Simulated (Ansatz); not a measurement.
(ClMg-mu-F)2 (Mg₂Cl₂F₂), relaxed as a singlet with RKS r2SCAN-D4/def2-SVP in Ansatz, starting from the GFN2-xTB geometry. Force threshold 0.02 eV/Å.

Start:

```tsv
atom	x (Å)	y (Å)	z (Å)
Mg1	-1.317	-0.200	-0.515
Cl2	-3.292	-0.434	-1.219
F3	-0.177	-0.909	0.802
Mg4	1.323	0.184	0.503
Cl5	3.281	0.464	1.242
F6	0.182	0.894	-0.813
```

Question: Estimate the energy that the relaxation releases and the steps that it takes.

Answer: 13.5 kJ/mol, in 5 steps; 26 s on 4 threads of Arm Neoverse N1 on a shared host. No frequencies were taken in this run, so the end may be a saddle point.

Question: Does the start keep its bonding?

Answer: By distances, no bond broke or formed. The bond that changes most is Mg1–Cl2, from 2.11 to 2.20 Å (atoms count from 1).

Question: Predict the relaxed structure.

Answer: 
```xyz
6

Mg   -1.348   -0.186   -0.507
Cl   -3.392   -0.469   -1.274
F    -0.181   -0.908    0.815
Mg    1.349    0.186    0.504
Cl    3.391    0.466    1.278
F     0.180    0.911   -0.815
```
Bond lengths (bridged metal pairs left out): 4 × F–Mg 1.91 Å; 2 × Cl–Mg 2.20 Å.
